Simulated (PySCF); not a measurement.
# ECD: `OC[C@]1(Cl)C=C1F`, C4H4ClFO

Geometry (Å), atoms numbered from 1 in this order:
```xyz
11

O    -1.629   -1.185   -0.657
C    -1.002    0.056   -0.589
C     0.167    0.117    0.390
Cl   -0.173   -0.868    1.863
C     0.972    1.372    0.605
C     1.576    0.359    0.045
F     2.663   -0.157   -0.468
H    -1.789   -1.498    0.245
H    -1.725    0.835   -0.294
H    -0.639    0.281   -1.595
H     0.984    2.357    1.000
```

Theory: TDDFT LC-wPBE/def2-SVPD circular dichroism and optical rotation, one conformer, gas phase (PySCF 2.14.0). Geometry: GFN2-xTB, dihedral held. The dihedral O1–C2–C3–C5 is held at 180°.

Q: Assign R or S to each stereocentre.

A: C3 R.

Q: Which excitations and rotatory strengths does the calculation give?

A: Rotatory strengths R in 10⁻⁴⁰ esu² cm², velocity form and length form (origin at the centre of mass); f in length form.
```
state  E (eV)  λ (nm)      f  R (velocity)  R (length)                                    main
    1    6.95     178  0.016         +20.0       +20.2        HOMO→LUMO 0.52, HOMO−1→LUMO 0.16
    2    7.23     172  0.065         -67.7       -69.3        HOMO−1→LUMO 0.56, HOMO→LUMO 0.22
    3    7.46     166  0.013          -9.5        -8.3    HOMO→LUMO+2 0.19, HOMO−1→LUMO+2 0.14
    4    7.79     159  0.024         -16.3       -16.0                        HOMO→LUMO+1 0.46
    5    7.84     158  0.005         +27.2       +26.1    HOMO−3→LUMO 0.17, HOMO−1→LUMO+2 0.15
    6    7.94     156  0.038         -43.1       -43.5                        HOMO→LUMO+2 0.29
    7    8.09     153  0.019         +16.5       +16.0  HOMO−2→LUMO+2 0.14, HOMO−1→LUMO+1 0.12
    8    8.38     148  0.065         +40.1       +38.9    HOMO−1→LUMO+1 0.16, HOMO→LUMO+5 0.15
```

Among the states computed, the strongest CD band (largest |R|) is state 2. The largest dissymmetry factor in size, g = 4R/(D+G), with D and G the electric and magnetic dipole strengths, is +0.061 for state 5 (velocity form, f = 0.005), among bands with |R| over 0.5. The mirror image has the same energies and oscillator strengths and all R with the opposite sign.
